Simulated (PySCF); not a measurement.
# Zirconium: a sound run and one with changed settings

Sound run: Zr [Kr] 4d2 5s2, Zr⁺ [Kr] 4d2 5s1. Computed with PySCF 2.14 in cc-pVDZ-PP with ECP28MDF (4s4p3d1f, 38 functions), with scalar relativity through the core potential. The sound run starts from symmetry-adapted Hartree-Fock orbitals and uses a fine grid where one is needed.

Changed run: radial step 1.2 in ln r (0.13 in the sound run). This setting is unsound on purpose.

```csv
species,method,sound run (hartree),changed run (hartree),converged
Zr,UHF,-46.30208,-46.30208,yes
Zr,PBE0,-46.73801,-49.00548,yes
Zr,MN15,-46.66962,-47.69384,yes
Zr⁺,UHF,-46.10994,-46.10994,yes
Zr⁺,PBE0,-46.50551,-48.70519,yes
Zr⁺,MN15,-46.41610,-47.36566,yes
```

Ionisation energy of Zr:

```tsv
method	sound run (eV)	changed run (eV)
UHF	5.228	5.228
PBE0	6.327	8.171
MN15	6.899	8.930
```

A coarse radial grid mis-integrates the density and the exchange-correlation energy, with errors of either sign; Hartree-Fock needs no grid.

For comparison, NIST gives 6.634 eV between the lowest levels.
